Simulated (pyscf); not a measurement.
# HO–Ta(F)(F)(F)–Cl, singlet

Gas-phase minimum from PySCF at ωB97X-D3(BJ)/def2-SVP, one conformer. 

```
Ta
F 1 1.8662
F 1 1.8665 2 124.00
O 1 1.8722 2 90.60 3 -91.13
H 4 0.9579 2 133.26 1 -174.54
F 1 1.8894 2 86.72 4 174.86
Cl 1 2.2931 2 117.77 6 89.77
```
Charge 0, spin multiplicity 1.

Properties at ωB97X-D3(BJ)/def2-SVP:

- Harmonic wavenumbers, unscaled: 69, 101, 163, 191, 195, 281, 304, 412, 416, 475, 669, 710, 710, 781, 4010 cm⁻¹
- Zero-point energy: 13.6 kcal/mol
- Rotational symmetry number: 1
- Entropy of this conformer at 298 K and 1 atm, rigid rotor and harmonic oscillator, modes under 100 cm⁻¹ raised to 100: 384.3 J/(mol K)
- Dipole moment: 3.49 D

Single-point totals, which compare only within one level:

```tsv
level	total energy (hartree)
ωB97X-D3(BJ)/def2-TZVP	-893.15544
PBE/def2-TZVP	-892.59023
r²SCAN/def2-TZVP	-892.95197
B3LYP-D3(BJ)/def2-TZVP	-893.14114
PBE0-D3(BJ)/def2-TZVP	-892.56910
M06-2X/def2-TZVP	-892.83351
ωB97M-D3(BJ)/def2-TZVP	-893.16491
```

Soft torsions are taken as harmonic, which can shift the entropy by several J/(mol K). Elements past Kr carry the def2 core potentials, without spin-orbit coupling.
